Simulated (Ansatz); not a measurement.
`[SiH3]C1CCC1` + `F[SiH2]P` → `F[SiH2]P[SiH3]` + `C1CCC1` at 500 K and 1 bar (ligand exchange at the Si–C bond).

Program: Ansatz. Geometries: PBE0-D4/def2-TZVP. ΔE: electronic, gas phase. CBS: MP2 limit from def2 TZ/QZ plus the TZ coupled-cluster correction, frozen cores. One conformer a species, not always the lowest.

```csv
species,CCSD(T)/CBS energy (Eh),H − E (kJ/mol),S (J/(mol·K))
`[SiH3]C1CCC1`,-447.27543,378.0,399.5
`F[SiH2]P`,-732.27050,132.8,348.5
`F[SiH2]P[SiH3]`,-1022.56126,193.6,434.5
`C1CCC1`,-156.99792,324.1,311.5
```

H − E and S are ideal-gas, rigid-rotor, harmonic terms from PBE0-D4/def2-TZVP, for one conformer and one mirror image of each species. 1 Eh = 2625.50 kJ/mol, R = 8.31446 J/(mol·K).

Q: By hand: ΔE, ΔH, ΔS and ΔG.

A: ΔE = (-1022.56126) + (-156.99792) − (-447.27543) − (-732.27050) = -0.01325 Eh = -34.8 kJ/mol. Δ(H − E) = 193.6 + 324.1 − 378.0 − 132.8 = 6.9, so ΔH = -27.9 kJ/mol. ΔS = 434.5 + 311.5 − 399.5 − 348.5 = -2.0 J/(mol·K). ΔG = -27.9 − 500 × (-2.0)/1000 = -26.9 kJ/mol.

Q: By hand: the equilibrium constant, and the temperature at which ΔG would vanish if ΔH and ΔS stayed fixed.

A: log₁₀ K = −ΔG/(RT ln 10) = 2.8. ΔG = 0 at ΔH/ΔS = 13950 K, far beyond where these terms or the molecules hold.

The number of gas molecules stays the same, so ΔS is small and ΔH decides. A doubt of 5 kJ/mol in ΔE shifts log₁₀ K by 0.5 here. Other conformers and mirror images would add mixing entropy, several J/(mol·K) or more a flexible species. Modes under 60 cm⁻¹, often nearly free rotors, make the harmonic entropy too high. These are equilibria of isolated gas molecules and say nothing of rates. Largest T1 diagnostic: 0.013 (customary marks: 0.02 for closed shells, 0.045 for open ones).
